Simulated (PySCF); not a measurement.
Molecule: `CCC1=CC=CC1`, C$_{7}$H$_{10}$.

Cartesian coordinates in Å; atom numbers follow the order of the lines, from 1:
```xyz
17

C    -2.317    0.116   -0.087
C    -1.229   -0.912    0.233
C     0.143   -0.375    0.007
C     1.077   -0.821   -0.849
C     2.273   -0.016   -0.732
C     2.078    0.931    0.195
C     0.699    0.802    0.754
H    -3.301   -0.335    0.011
H    -2.260    0.962    0.594
H    -2.203    0.481   -1.105
H    -1.371   -1.795   -0.394
H    -1.333   -1.222    1.277
H     0.978   -1.651   -1.526
H     3.165   -0.179   -1.310
H     2.771    1.688    0.514
H     0.114    1.706    0.575
H     0.709    0.633    1.833
```

Frames of a GFN2-xTB Langevin trajectory at 400 K; GIAO PBE0/pcSseg-1 shieldings in PySCF 2.14, gas phase, non-relativistic; equivalent atoms averaged within each frame.

Shifts are taken against calculated references (same method and geometry level): ¹³C (σref 186.93) and ¹H (σref 31.72) vs TMS. The references are static minima.

Task: How do the shifts (ppm) fluctuate along the trajectory?

Result: 
```
         time (fs)     C3     C4     C5     C6    C7    C2    C1   H13   H14   H15
optimised geometry  161.0  134.3  139.9  139.2  44.8  29.7  19.1  6.45  6.64  6.54
               250  173.3  142.6  139.3  124.1  52.0  27.7  22.1  7.59  5.71  5.53
               425  166.2  134.4  136.4  138.4  49.2  26.2  30.4  7.10  5.84  6.17
               625  158.9  148.2  134.0  144.4  54.0  21.4  28.5  7.27  6.18  7.75
               800  159.2  132.6  144.1  132.3  52.6  28.2  19.3  6.40  6.68  6.32
              1000  169.8  133.9  144.7  149.6  44.6  26.6  24.2  6.88  6.91  7.32
    mean of frames  165.5  138.3  139.7  137.8  50.5  26.0  24.9  7.05  6.26  6.62
standard deviation    6.4    6.8    4.7   10.0   3.7   2.7   4.6  0.44  0.52  0.90
```

5 frames give an uncertainty of the mean of about the standard deviation over 2.2 at best, since frames this close in time may not be independent; classical motion lacks zero-point vibration, and the reference would need the same averaging.
